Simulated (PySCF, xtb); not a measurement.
SnI3, SMILES [I][Sn-]([I])[I], charge -1.

Harmonic wavenumbers (cm⁻¹) from xtb with GFN2-xTB at its own minimum, in rising order: 46, 46, 57, 174, 174, 174.

Problem. What does B3LYP-D3(BJ)/def2-SVPD (PySCF 2.14.0) give at its own minimum? (Estimate from the structure and the level; the computed values follow.)

Solution. 41, 41, 54, 146, 146, 155. Paired by order, the mean absolute difference is 15 cm⁻¹ and the zero-point energies are 1.0 and 0.8 kcal/mol.
